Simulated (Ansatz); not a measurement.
`[F][Al-]([F])([F])[O+]([SiH3])[SiH3]`, relaxed with RKS PBE0-D4/def2-TZVP in Ansatz from a PBE-D4/def2-SVP geometry. The force threshold is 0.005 eV/Å; the program also tests the step.

Charge 0, multiplicity 1.

Start:

```xyz
13

F    -0.347   -2.331    0.906
Al   -0.281   -1.673   -0.652
F    -1.731   -1.205   -1.390
F     0.906   -2.284   -1.662
O     0.213    0.095   -0.087
Si   -0.624    1.385   -0.939
Si    0.917    0.165    1.522
H    -0.488    1.095   -2.396
H     0.140    2.619   -0.556
H    -2.033    1.471   -0.451
H     1.968   -0.892    1.570
H    -0.161    0.017    2.545
H     1.522    1.536    1.590
```

```json
{"step": "1", "energy (eV)": "-32642.3058", "largest force (eV/Å)": "0.835", "largest move (Å)": "0.000"}
{"step": "2", "energy (eV)": "-32642.3900", "largest force (eV/Å)": "0.501", "largest move (Å)": "0.044"}
{"step": "3", "energy (eV)": "-32642.4252", "largest force (eV/Å)": "0.089", "largest move (Å)": "0.059"}
{"step": "4", "energy (eV)": "-32642.4281", "largest force (eV/Å)": "0.057", "largest move (Å)": "0.083"}
{"step": "5", "energy (eV)": "-32642.4291", "largest force (eV/Å)": "0.089", "largest move (Å)": "0.030"}
{"step": "6", "energy (eV)": "-32642.4297", "largest force (eV/Å)": "0.047", "largest move (Å)": "0.010"}
{"step": "7", "energy (eV)": "-32642.4299", "largest force (eV/Å)": "0.014", "largest move (Å)": "0.013"}
{"step": "8", "energy (eV)": "-32642.4299", "largest force (eV/Å)": "0.007", "largest move (Å)": "0.003"}
{"step": "9", "energy (eV)": "-32642.4300", "largest force (eV/Å)": "0.001", "largest move (Å)": "0.005"}
{"step": "10", "energy (eV)": "-32642.4300", "largest force (eV/Å)": "0.005", "largest move (Å)": "0.009"}
{"step": "11", "energy (eV)": "-32642.4300", "largest force (eV/Å)": "0.012", "largest move (Å)": "0.029"}
{"step": "13", "energy (eV)": "-32642.4301", "largest force (eV/Å)": "0.022", "largest move (Å)": "0.008"}
{"step": "15 (rejected)", "energy (eV)": "-32642.4284", "largest force (eV/Å)": "0.213", "largest move (Å)": "0.193"}
{"step": "17", "energy (eV)": "-32642.4313", "largest force (eV/Å)": "0.110", "largest move (Å)": "0.098"}
{"step": "19", "energy (eV)": "-32642.4337", "largest force (eV/Å)": "0.040", "largest move (Å)": "0.050"}
{"step": "21 (rejected)", "energy (eV)": "-32642.4358", "largest force (eV/Å)": "0.196", "largest move (Å)": "0.194"}
{"step": "23", "energy (eV)": "-32642.4414", "largest force (eV/Å)": "0.070", "largest move (Å)": "0.097"}
{"step": "25", "energy (eV)": "-32642.4440", "largest force (eV/Å)": "0.088", "largest move (Å)": "0.016"}
{"step": "27", "energy (eV)": "-32642.4470", "largest force (eV/Å)": "0.016", "largest move (Å)": "0.074"}
{"step": "29", "energy (eV)": "-32642.4476", "largest force (eV/Å)": "0.018", "largest move (Å)": "0.027"}
{"step": "31", "energy (eV)": "-32642.4476", "largest force (eV/Å)": "0.006", "largest move (Å)": "0.013"}
{"step": "32", "energy (eV)": "-32642.4476", "largest force (eV/Å)": "0.002", "largest move (Å)": "0.004"}
```

End:

```xyz
13

F    -0.920   -2.514    0.630
Al   -0.281   -1.706   -0.660
F    -1.338   -1.192   -1.836
F     1.222   -2.180   -1.148
O     0.022    0.038    0.033
Si   -0.818    1.320   -0.738
Si    1.081    0.260    1.352
H    -0.371    1.407   -2.139
H    -0.362    2.505    0.032
H    -2.265    1.113   -0.566
H     1.569   -1.089    1.690
H     0.299    0.875    2.446
H     2.162    1.163    0.902
```

Hardware: 4 threads of an Arm Neoverse V2 on a shared host. Wall time 3.7 min, peak host memory 1 GiB.
